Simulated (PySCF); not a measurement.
Species: (HInS)4 cubane, H₄In₄S₄.
Bonds: In1–S3, In1–S6, In1–S9, S3–In4, S3–In10, In4–S6, In4–S12, S6–In7, In7–S9, In7–S12, S9–In10, In10–S12. Hydrogens: H2 on In1; H5 on In4; H8 on In7; H11 on In10.

The calculation used PySCF, PBE0-D3(BJ)/def2-SVP geometry optimisation, gas phase, def2 core potentials past Kr.

Task: How far are the bound atoms from In1?

Result: 4 atoms: H2 1.707 Å, S6 2.555 Å, S3 2.560 Å, S9 2.561 Å. The nearest atom not counted as bound is In7, at 3.47 Å (others tie with it).

Task: List the angles at In1.

Result: 
```csv
angle,degrees,distance of the outer atoms (Å)
H2–In1–S3,122.6,3.76
H2–In1–S6,121.9,3.75
H2–In1–S9,121.9,3.75
S3–In1–S6,94.6,3.76
S6–In1–S9,94.4,3.75
S3–In1–S9,94.2,3.75
```

Task: Describe the arrangement about In1 in numbers.

Result: Angles from 94.2° to 122.6°; τ4 = (360° − α − β)/141° = 0.82 with α and β the two widest (0 for a square, 1 for a tetrahedron). Differences among atoms that Td makes equivalent are scatter left by the optimiser.

Task: What are the other bond lengths?

Result: S3–In4, In10–S12 2.563 Å.

Task: Give some angles away from the centre.

Result: In1–S3–In4 85.3°.

Task: What are the rotational constants (commonest isotopes, rigid rotor)?

Result: A = 270.1, B = 269.8, C = 269.4 MHz: a spherical top.

Point group: Td (every atom within 0.08 Å of its image). Charge 0, singlet. Whether it is a minimum is left open (no frequencies).

One conformer stands for the species.
